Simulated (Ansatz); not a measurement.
Molecule: bromo(trimethyl)silane, C3H9BrSi, charge 0, multiplicity 1. SMILES: C[Si](C)(C)Br
Coordinates optimised at B3LYP-D3(BJ)/def2-TZVP (Ansatz, a first-principles code):
```
Si
C 1 1.8667
H 2 1.0910 1 111.02
H 2 1.0910 3 108.11 1 122.01
H 2 1.0935 3 108.20 4 116.96
C 1 1.8667 2 111.58 3 -57.06
H 6 1.0910 1 111.02 2 57.06
H 6 1.0910 7 108.11 1 -122.01
H 6 1.0935 7 108.20 8 -116.96
C 1 1.8667 2 111.58 3 177.36
H 10 1.0910 1 111.02 2 -177.36
H 10 1.0910 11 108.11 1 -122.01
H 10 1.0935 11 108.20 12 -116.96
Br 1 2.2651 2 107.27 3 60.15
```
Charge 0, spin multiplicity 1.

Property: atomisation energy (electronic, to ground-state atoms), in kJ/mol. Correlated levels leave the core frozen unless marked. Open shells are spin-unrestricted. No spin-orbit coupling. Frozen are the shells of the preceding noble gas and the d and f shells that filled before the atom's block. No relativistic terms. The coupled-cluster limit lacks core correlation, which all-electron functionals hold. Basis-set limits of correlation are two-point, X^-3; Hartree-Fock from the larger set.

| level | program | atomisation energy (kJ/mol) |
|---|---|---|
| HF/6-31G | Ansatz | 3728.2 |
| HF/def2-TZVPPD | Ansatz | 3994.4 |

Task: What does CCSD(T)/CBS(def2-TZVPPD,def2-QZVPPD) (Ansatz) give?

Result: 5204.3 kJ/mol
